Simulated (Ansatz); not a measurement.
One change: `[SiH3]C[AsH2]` becomes `NC[SiH3]`.

Ansatz, PBE0-D4/def2-TZVP geometries, multiplicity 1. Each molecule was computed in one conformer, which needn't be the lowest.

Scalar relativity is left out up to krypton.

| property | `[SiH3]C[AsH2]` |
| --- | --- |
| HOMO–LUMO gap (PBE/def2-TZVPP) / eV | 5.31 |
| HOMO–LUMO gap (B3LYP/def2-TZVPP) / eV | 6.78 |
| LUMO energy (PBE0/def2-TZVPP) / eV | -0.01 |
| HOMO energy (PBE/def2-TZVPP) / eV | -6.13 |
| HOMO–LUMO gap (PBE0/def2-TZVPP) / eV | 7.19 |
| HOMO energy (ωB97M-V/def2-TZVPP) / eV | -9.32 |

Question: What does the change do to each property? (Estimate.)

Answer: Computed: 
| property | `NC[SiH3]` | shift |
| --- | --- | --- |
| HOMO–LUMO gap (PBE/def2-TZVPP) / eV | 5.29 | -0.02 |
| HOMO–LUMO gap (B3LYP/def2-TZVPP) / eV | 7.06 | 0.28 |
| LUMO energy (PBE0/def2-TZVPP) / eV | 0.62 | 0.63 |
| HOMO energy (PBE/def2-TZVPP) / eV | -5.49 | 0.64 |
| HOMO–LUMO gap (PBE0/def2-TZVPP) / eV | 7.58 | 0.39 |
| HOMO energy (ωB97M-V/def2-TZVPP) / eV | -9.36 | -0.04 |

With PBE0 the HOMO rises by 0.24 eV and the LUMO rises by 0.63 eV, so the gap widens by about 0.39 eV. PBE moves the HOMO by 0.64 eV and ωB97M-V by -0.04 eV.

B3LYP here is the variant with VWN-RPA as its local correlation; programs differ in this.
